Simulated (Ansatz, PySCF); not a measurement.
Spin states of F3W (SMILES [F][W]([F])[F]), each relaxed with B3LYP-D3(BJ)/def2-TZVP.
State 1 (charge 0, multiplicity 4):
```xyz
4

W     -0.01447     0.01677    -0.01407
F      1.79039    -0.37563    -0.35257
F     -0.78459    -0.45400     1.63253
F     -1.04922     0.87982    -1.32193
```
State 2 (charge 0, multiplicity 2):
```xyz
4

W      0.079    -0.017    -0.038
F      1.841    -0.380    -0.360
F     -0.869    -0.371     1.507
F     -1.109     0.834    -1.165
```

Singlets are restricted, other states unrestricted; no spin–orbit coupling, no relativity up to Kr; see below for the cores. The largest T1 diagnostic is 0.050.

The values were computed with Ansatz (Gaussian orbitals); PySCF for the dispersion terms. Each number belongs to the level named beside it. In def2 rows elements past Kr take small-core potentials, without spin–orbit coupling.

### Question
What is the computed energy of the multiplicity-2 state less that of the multiplicity-4 state (BLYP/def2-TZVPP)?

### Answer
1 kJ/mol

### Question
Give the energy of the multiplicity-2 state less that of the multiplicity-4 state at the level PBE/def2-TZVPP.

### Answer
17 kJ/mol

### Question
Predict the energy of the multiplicity-2 state less that of the multiplicity-4 state from BHLYP-D4/def2-TZVPP.

### Answer
31 kJ/mol

Doubts at one or more of the structures used: a spin-contaminated determinant (PBE/def2-TZVPP, BHLYP-D4/def2-TZVPP).

Ansatz is a quantum-chemistry and plane-wave program.
